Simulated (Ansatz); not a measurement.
Correlation energies of CH$_{6}$NO$_{2}$Sb (`OC(O)[NH][SbH2]`) by basis set

Cartesian coordinates in Å:
```
O 0.765 1.368 0.442
C 0.889 -0.054 0.452
O 0.589 -0.425 1.754
N 0.012 -0.744 -0.411
Sb -1.980 -0.305 -0.199
H 1.052 1.694 -0.415
H 1.927 -0.317 0.186
H 0.875 0.295 2.326
H 0.358 -0.804 -1.357
H -2.082 0.844 -1.481
H -2.405 -1.551 -1.296
```

Charge 0, multiplicity 1. Correlated methods include outer-core shells of Sb, which these sets cover unevenly. Sb: def2 effective core potential. Geometry: relaxed with PBE0-D4/def2-TZVP. It is one conformer, not always the lowest. Frozen core, restricted reference, Ansatz.

```tsv
basis	HF (Eh)	MP2 corr.
def2-SVP	-484.57161	-0.80236
def2-TZVPP	-484.88168	-1.21863
def2-QZVPP	-484.89531	-1.52318
```

Question: Estimate the CCSD correlation energy and the (T) correction in each basis where they were run (hartree).

Answer: 
| basis | CCSD corr. | (T) |
| --- | --- | --- |
| def2-SVP | -0.84633 | -0.02278 |
| def2-TZVPP | -1.23364 | -0.04491 |
